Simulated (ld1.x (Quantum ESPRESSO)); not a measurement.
**Configuration tests for nitrogen (ultrasoft)**

```json
{
  "Element": "nitrogen (N)",
  "Generator": "ld1.x (Quantum ESPRESSO) 7.5",
  "Type": "ultrasoft",
  "Functional": "LDA (PZ)",
  "Relativity": "scalar-relativistic",
  "Frozen core": "[He]",
  "Valence charge": "5",
  "Reference configuration": "2s2 2p2 (charge +1)",
  "Partial waves": "2s (bound): rcut 0.95, rcutus 1.10 bohr; 2s channel at -1.95 Ry: rcut 0.95, rcutus 1.10 bohr; 2p (bound): rcut 1.80, rcutus 2.05 bohr; 2p channel at -1.1 Ry: rcut 1.80, rcutus 2.05 bohr; 3d channel at 0.45 Ry: rcut 1.90, rcutus 2.20 bohr; 3d channel at 0.65 Ry: rcut 1.90, rcutus 2.20 bohr",
  "Local potential": "all-electron potential smoothed inside 1.20 bohr (lloc = -1)",
  "Core correction": "Bessel-smoothed model core inside 0.55 bohr",
  "Augmentation charge": "PSQ, radius 0.95 bohr"
}
```

Energies are relative to the spin-unpolarised reference configuration 2s2 2p2; without spin polarisation the order of configurations can differ from experiment. Spin-polarised rows fill each open shell by Hund’s rule, majority spin first.

| valence configuration | charge | ΔE all-electron (eV) | error AE − PS (meV) |
| --- | --- | --- | --- |
| 2s2 2p3 | 0 | -13.732 | -5.2 |
| 2s2 2p1 | +2 | 28.970 | -15 |
| 2s2 2p0 | +3 | 76.135 | -45 |
| 2s1 2p0 | +4 | 153.608 | +29 |
| 2s1 2p4 | 0 | -2.528 | -13 |
| 2s1 2p3 | +1 | 11.453 | -0.3 |
| 2s2 2p2 (spin-polarised) | +1 | -1.689 | +1.2 |
| 2s2 2p3 (spin-polarised) | 0 | -16.624 | -3.6 |

Task: What are ΔE and the potential's error for 2s0 2p5?

Result: ΔE = 8.721 eV all-electron; the error (AE − PS) is -17 meV.
